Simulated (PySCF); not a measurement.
## Worked example: oscillator strength and radiative lifetime

C₃H₅BN₂, SMILES NB1C=CN=C1.

The structure is a stationary point at PBE-D3(BJ)/def2-SVP. The structure was generated by enumeration, and PubChem lists no compound with its InChIKey, so it may never have been made. Other conformers were not sampled.

PySCF with TDA-ωB97X/def2-SVPD puts the first singlet state with f over 0.02 at 3.87 eV (vertical), with the transition dipole (0.562, 0.316, 0.000) in atomic units.

Find the oscillator strength, the wavelength and the radiative lifetime that this transition would have in vacuum if emission retraced absorption.


|μ|² = 0.4157 au, so |μ| = 1.64 D. ΔE = 3.87/27.211 = 0.1422 hartree. f = (2/3) ΔE |μ|² = 0.039 (the program prints 0.039).
λ = 1239.84/3.87 = 320 nm; ν = 31214 cm⁻¹.
Einstein's coefficient A = 0.6670 ν² f s⁻¹ (ν in cm⁻¹) = 2.6e7 s⁻¹, so τ = 1/A = 39 ns. This state is S2; the lower singlet has f = 0.000. The figure is the radiative limit of this one transition; relaxation, internal conversion, crossing to triplets and a medium change what is measured.
